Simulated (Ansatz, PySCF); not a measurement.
Si(H)(Me)2(OH) (C₂H₈OSi), SMILES C[SiH](C)O. Atoms are numbered in the order given.

```xyz
12

Si     0.3527     0.0974     0.0000
C     -0.1848    -0.8407     1.5399
C     -0.1848    -0.8407    -1.5399
O     -0.2500     1.6640     0.0000
H      1.8305     0.2745     0.0000
H     -1.2787    -0.9821     1.5641
H      0.1082    -0.3018     2.4552
H      0.2794    -1.8408     1.5707
H      0.1082    -0.3018    -2.4552
H     -1.2787    -0.9821    -1.5641
H      0.2794    -1.8408    -1.5707
H     -1.2087     1.7639     0.0000
```

Geometry optimised at B3LYP-D3(BJ)/def2-SVP. The values are those of a single conformer.

Two levels are set side by side: PBE-D3(BJ)/def2-SVP (Ansatz, a quantum-chemistry and plane-wave program) and B3LYP-D3(BJ)/def2-SVP (Ansatz). Each level has its own optimised geometry; the coordinates shown are those of the second. Frequencies come from the Hessian of PySCF at each geometry. Differences are taken from unrounded values.

```
quantity                            B3LYP-D3(BJ)
----------------------------------  ------------
mean bond length (Å)                       1.319
bond Si1–C2 (Å)                            1.882
bond Si1–C3 (Å)                            1.882
bond Si1–O4 (Å)                            1.679
bond Si1–H5 (Å)                            1.488
bond C2–H6 (Å)                             1.103
bond C2–H7 (Å)                             1.102
bond C2–H8 (Å)                             1.103
bond C3–H9 (Å)                             1.102
bond C3–H10 (Å)                            1.103
bond C3–H11 (Å)                            1.103
bond O4–H12 (Å)                            0.964
highest harmonic wavenumber (cm⁻¹)          3876
mean harmonic wavenumber (cm⁻¹)             1397
zero-point energy (kcal/mol)               59.90
```

Problem. What does PBE-D3(BJ) give, and how far is it from B3LYP-D3(BJ)? (An estimate is asked for; the answer gives what the named calculation found.)

Solution. 
```csv
quantity,PBE-D3(BJ),PBE-D3(BJ) minus B3LYP-D3(BJ)
mean bond length (Å),1.327,0.008
bond Si1–C2 (Å),1.888,0.006
bond Si1–C3 (Å),1.888,0.006
bond Si1–O4 (Å),1.692,0.013
bond Si1–H5 (Å),1.502,0.014
bond C2–H6 (Å),1.110,0.007
bond C2–H7 (Å),1.109,0.007
bond C2–H8 (Å),1.110,0.007
bond C3–H9 (Å),1.109,0.007
bond C3–H10 (Å),1.110,0.007
bond C3–H11 (Å),1.110,0.007
bond O4–H12 (Å),0.972,0.009
highest harmonic wavenumber (cm⁻¹),3766,-110
mean harmonic wavenumber (cm⁻¹),1362,-35
zero-point energy (kcal/mol),58.42,-1.48
```

Exact exchange shortens and stiffens bonds; PBE has none. Differences between two approximate levels are no errors against the true value.
